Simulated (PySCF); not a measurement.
Finite-field polarisability of As⁻ (arsenic, charge -1)

[Ar] 3d10 4s2 4p4, high-spin 3P determinant. Computed with PySCF 2.14 in def2-QZVPPD (12s7p5d4f1g, 95 functions), with the non-relativistic Hamiltonian (point nucleus). Frozen: [Ar] 3d10. Energy changes in a uniform field (μhartree):

```tsv
axis	F (au)	HF	MP2	CCSD	CCSD(T)
x	0.0018	-96.666	-99.120	-99.321	-100.163
x	0.0036	-386.730	-396.529	-397.339	-400.701
y	0.0015	-96.037	-99.161	-99.995	-101.644
y	0.003	-384.150	-396.554	-399.929	-406.499
```

By symmetry the remaining axis equals x.

Derive α along x at CCSD(T) from the two fields.

With ΔE = −αF²/2 − γF⁴/24, α = −(16 ΔE(F) − ΔE(2F))/(6F²) = 61.83 bohr³.

And the mean polarisability at each level?

The components xx, yy, zz at CCSD(T) are 61.83, 90.36, 61.83, the third axis being equal by symmetry to one of the two computed. Means: HF 68.23, MP2 70.17, CCSD 70.50, CCSD(T) 71.34 bohr³.

The polarisability of an anion needs two sets of diffuse s and p functions; this basis lacks them, so these values show the method and not the converged property.
